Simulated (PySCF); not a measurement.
PySCF input file for Si(CCH)(F)2(Me) (C3H4F2Si), SMILES C#C[Si](C)(F)F, TDA-LC-ωPBE/def2-SVPD. Coordinates come from a PBE0-D3(BJ)/def2-SVP optimisation.

```python
import numpy as np
from pyscf import gto, scf, dft, tdscf

mol = gto.M(
    atom='''
    C    -0.21134463    2.71001111    0.00000000
    C    -0.07657620    1.50154626   -0.00000000
    Si    0.05405025   -0.31431609   -0.00000000
    C    -1.57727505   -1.16477381   -0.00000001
    F     0.91762552   -0.75763353    1.29020894
    F     0.91762554   -0.75763353   -1.29020893
    H    -0.32233297    3.78051980   -0.00000001
    H    -2.15723987   -0.88300217   -0.89173757
    H    -1.44597508   -2.25738811   -0.00000000
    H    -2.15723988   -0.88300218    0.89173755
    ''',
    basis='def2-SVPD',
    charge=0,
    spin=0,
    symmetry=True,
    max_memory=1600,
    verbose=4,
)
mf = dft.RKS(mol, xc='lc_wpbe').density_fit(auxbasis='def2-universal-jkfit')
mf.grids.level = 3
mf.conv_tol = 1e-9
mf.max_cycle = 100
mf.kernel()
mf.grids = dft.Grids(mol).set(level=1).build(with_non0tab=True)  # coarser grid for the response kernel
td = tdscf.TDA(mf)
td.singlet = True
td.nstates = 10
td.conv_tol = 1e-4
td.positive_eig_threshold = 1e-6
td.kernel(x0=td.get_init_guess(mf, 15))
td.analyze()
tt = tdscf.TDA(mf)
tt.singlet = False
tt.nstates = 4
tt.conv_tol = 1e-4
tt.positive_eig_threshold = 1e-6
tt.kernel(x0=tt.get_init_guess(mf, 9))
tt.analyze(verbose=3)
```

Output:

```
PySCF version 2.14.0

[INPUT] verbose = 4
[INPUT] num. atoms = 10
[INPUT] num. electrons = 54
[INPUT] charge = 0
[INPUT] spin (= nelec alpha-beta = 2S) = 0
[INPUT] symmetry True subgroup None
[INPUT] Mole.unit = angstrom
[INPUT] Symbol           X                Y                Z      unit          X                Y                Z       unit  Magmom
[INPUT]  1 C     -0.211344630000   2.710011110000   0.000000000000 AA   -0.399383468598   5.121178792429   0.000000000000 Bohr   0.0
[INPUT]  2 C     -0.076576200000   1.501546260000   0.000000000000 AA   -0.144708045660   2.837511194765   0.000000000000 Bohr   0.0
[INPUT]  3 Si     0.054050250000  -0.314316090000   0.000000000000 AA    0.102140169464  -0.593971326644   0.000000000000 Bohr   0.0
[INPUT]  4 C     -1.577275050000  -1.164773810000  -0.000000010000 AA   -2.980617867610  -2.201103497966  -0.000000018897 Bohr   0.0
[INPUT]  5 F      0.917625520000  -0.757633530000   1.290208940000 AA    1.734060917712  -1.431719874487   2.438141540065 Bohr   0.0
[INPUT]  6 F      0.917625540000  -0.757633530000  -1.290208930000 AA    1.734060955506  -1.431719874487  -2.438141521168 Bohr   0.0
[INPUT]  7 H     -0.322332970000   3.780519800000  -0.000000010000 AA   -0.609121034218   7.144147030495  -0.000000018897 Bohr   0.0
[INPUT]  8 H     -2.157239870000  -0.883002170000  -0.891737570000 AA   -4.076592539292  -1.668632268697  -1.685139782285 Bohr   0.0
[INPUT]  9 H     -1.445975080000  -2.257388110000   0.000000000000 AA   -2.732496884146  -4.265845284750   0.000000000000 Bohr   0.0
[INPUT] 10 H     -2.157239880000  -0.883002180000   0.891737550000 AA   -4.076592558190  -1.668632287594   1.685139744491 Bohr   0.0

nuclear repulsion = 285.546079401085
point group symmetry = Cs
symmetry origin: [-1.39979715e-09 -3.49949276e-09  3.28954970e-17]
symmetry axis x: [ 1.00000000e+00 -8.57217722e-10 -1.69280098e-09]
symmetry axis y: [-8.57217721e-10 -1.00000000e+00  4.09370669e-10]
symmetry axis z: [1.69280098e-09 4.09370725e-10 1.00000000e+00]
num. orbitals of irrep A' = 102
num. orbitals of irrep A" = 60
number of shells = 68
number of NR pGTOs = 238
number of NR cGTOs = 162
basis = def2-SVPD
ecp = {}


[settings echo left out]
init E= -605.826243401629
HOMO (A') = -0.347762408286628  LUMO (A") = -0.0259759829686059  gap/eV = 8.75625
cycle= 1 E= -605.290878180523  delta_E= 0.535  |g|= 0.71  |ddm|= 6.72
HOMO (A") = -0.41474956285266  LUMO (A") = 0.0552967202381045  gap/eV = 12.79061
cycle= 2 E= -605.308016800635  delta_E= -0.0171  |g|= 0.741  |ddm|= 1.86
HOMO (A') = -0.42672082347986  LUMO (A") = 0.0586559790264425  gap/eV = 13.20778
cycle= 3 E= -605.390814047781  delta_E= -0.0828  |g|= 0.056  |ddm|= 0.649
HOMO (A') = -0.43176302409013  LUMO (A") = 0.0615745274956576  gap/eV = 13.42440
cycle= 4 E= -605.39155708027  delta_E= -0.000743  |g|= 0.0177  |ddm|= 0.26
HOMO (A') = -0.427962625802654  LUMO (A") = 0.0637692060599844  gap/eV = 13.38070
cycle= 5 E= -605.391647345572  delta_E= -9.03e-05  |g|= 0.00664  |ddm|= 0.11
HOMO (A') = -0.428464155686167  LUMO (A") = 0.0633668425304674  gap/eV = 13.38340
cycle= 6 E= -605.391656600802  delta_E= -9.26e-06  |g|= 0.00251  |ddm|= 0.016
HOMO (A') = -0.42872623538612  LUMO (A") = 0.0632350903489263  gap/eV = 13.38695
cycle= 7 E= -605.39165832806  delta_E= -1.73e-06  |g|= 0.000657  |ddm|= 0.00774
HOMO (A') = -0.42868013139662  LUMO (A") = 0.0632735142832455  gap/eV = 13.38674
cycle= 8 E= -605.391658457134  delta_E= -1.29e-07  |g|= 0.000139  |ddm|= 0.00219
HOMO (A') = -0.428664189606776  LUMO (A") = 0.0632829879683827  gap/eV = 13.38656
cycle= 9 E= -605.391658464787  delta_E= -7.65e-09  |g|= 4.03e-05  |ddm|= 0.000589
HOMO (A') = -0.428671967614323  LUMO (A") = 0.0632794956892067  gap/eV = 13.38668
cycle= 10 E= -605.391658465582  delta_E= -7.95e-10  |g|= 1.03e-05  |ddm|= 0.000138
HOMO (A') = -0.428669063604625  LUMO (A") = 0.0632813200551436  gap/eV = 13.38665
Extra cycle  E= -605.391658465676  delta_E= -9.39e-11  |g|= 5.86e-06  |ddm|= 3.66e-05
converged SCF energy = -605.391658465676
tot grids = 42440
Overwritten attributes  positive_eig_threshold  of <class 'pyscf.tdscf.rks.TDA'>


******** <class 'pyscf.tdscf.rks.TDA'> for <class 'pyscf.df.df_jk.DFSymAdaptedRKS'> ********
nstates = 10 singlet
deg_eia_thresh = 1.000e-03
wfnsym = None
conv_tol = 0.0001
eigh lindep = 1e-12
eigh level_shift = 0
eigh max_cycle = 100


Excitation energies (eV)
[ 6.04683804  6.37977558  6.38427877  9.0251481   9.12400865  9.15798934
  9.28126554  9.91114913  9.98711138 10.05416105]

** Singlet excitation energies and oscillator strengths **
Excited State   1:   A"      6.04684 eV    205.04 nm  f=0.0000
      26 -> 29       -0.39760
      27 -> 28       -0.54567
Excited State   2:   A'      6.37978 eV    194.34 nm  f=0.0000
      26 -> 28       -0.49097
      27 -> 29       -0.46913
Excited State   3:   A"      6.38428 eV    194.20 nm  f=0.0001
      26 -> 29       -0.54302
      26 -> 32       -0.10146
      27 -> 28        0.40628
Excited State   4:   A"      9.02515 eV    137.38 nm  f=0.0007
      23 -> 28       -0.10508
      25 -> 28       -0.65605
      25 -> 38        0.10320
Excited State   5:   A'      9.12401 eV    135.89 nm  f=0.1023
      27 -> 29        0.11021
      27 -> 30        0.55366
      27 -> 31        0.34556
      27 -> 33        0.18197
Excited State   6:   A"      9.15799 eV    135.38 nm  f=0.0918
      26 -> 30        0.55429
      26 -> 31        0.36115
      26 -> 33        0.18619
Excited State   7:   A'      9.28127 eV    133.59 nm  f=0.1391
      25 -> 29        0.62844
      27 -> 29        0.15836
Excited State   8:   A'      9.91115 eV    125.10 nm  f=0.0992
      25 -> 30       -0.26842
      27 -> 30       -0.20491
      27 -> 31        0.49340
      27 -> 33       -0.29492
Excited State   9:   A"      9.98711 eV    124.14 nm  f=0.0075
      26 -> 30       -0.15563
      26 -> 31        0.49600
      26 -> 32        0.15967
      26 -> 33       -0.40498
      26 -> 36        0.10976
Excited State  10:   A'     10.05416 eV    123.32 nm  f=0.5997
      25 -> 30       -0.41302
      25 -> 31        0.18199
      26 -> 28       -0.25257
      27 -> 29        0.25052
      27 -> 31       -0.14668
      27 -> 32       -0.12528
      27 -> 33        0.24714

** Transition electric dipole moments (AU) **
state          X           Y           Z        Dip. S.      Osc.
  1         0.0000     -0.0000      0.0102      0.0001      0.0000
  2         0.0000      0.0114      0.0000      0.0001      0.0000
  3        -0.0000     -0.0000     -0.0211      0.0004      0.0001
  4         0.0000     -0.0000      0.0559      0.0031      0.0007
  5         0.6766      0.0059     -0.0000      0.4579      0.1023
  6        -0.0000      0.0000      0.6398      0.4093      0.0918
  7        -0.2695     -0.7343      0.0000      0.6119      0.1391
  8        -0.4076     -0.4923      0.0000      0.4085      0.0992
  9        -0.0000      0.0000     -0.1749      0.0306      0.0075
 10        -0.2196     -1.5448      0.0000      2.4347      0.5997

** Transition velocity dipole moments (imaginary part, AU) **
state          X           Y           Z        Dip. S.      Osc.
  1         0.0000     -0.0000      0.0007      0.0000      0.0000
  2         0.0085      0.0019      0.0000      0.0001      0.0002
  3        -0.0000      0.0000     -0.0092      0.0001      0.0002
  4         0.0000      0.0000      0.0321      0.0010      0.0021
  5         0.2254      0.0175      0.0000      0.0511      0.1017
  6        -0.0000      0.0000      0.2120      0.0450      0.0891
  7        -0.0532     -0.1509      0.0000      0.0256      0.0500
  8        -0.1318     -0.1500      0.0000      0.0399      0.0730
  9        -0.0000      0.0000     -0.0303      0.0009      0.0017
 10        -0.1284     -0.4078      0.0000      0.1828      0.3298

** Transition magnetic dipole moments (imaginary part, AU) **
state          X           Y           Z
  1         0.0646     -0.1023      0.0000
  2        -0.0000     -0.0000     -0.0011
  3        -0.0410      0.0387     -0.0000
  4         0.2617     -0.5965     -0.0000
  5         0.0000      0.0000      1.1802
  6        -1.2372     -0.0406     -0.0000
  7        -0.0000      0.0000     -0.5164
  8         0.0000      0.0000      0.1785
  9         0.2114      0.0162      0.0000
 10        -0.0000     -0.0000      0.5144


******** <class 'pyscf.tdscf.rks.TDA'> for <class 'pyscf.df.df_jk.DFSymAdaptedRKS'> ********
nstates = 4 triplet
deg_eia_thresh = 1.000e-03
wfnsym = None
conv_tol = 0.0001
eigh lindep = 1e-12
eigh level_shift = 0
eigh max_cycle = 100


Excitation energies (eV)
[4.73723234 5.27758021 5.27912209 6.05558094]

** Triplet excitation energies and oscillator strengths **
Excited State   1:   A'      4.73723 eV    261.72 nm  f=0.0000
Excited State   2:   A"      5.27758 eV    234.93 nm  f=0.0000
Excited State   3:   A'      5.27912 eV    234.86 nm  f=0.0000
Excited State   4:   A"      6.05558 eV    204.74 nm  f=0.0000
```

The run converged.

Cost: roughly 2.2 core-minutes.
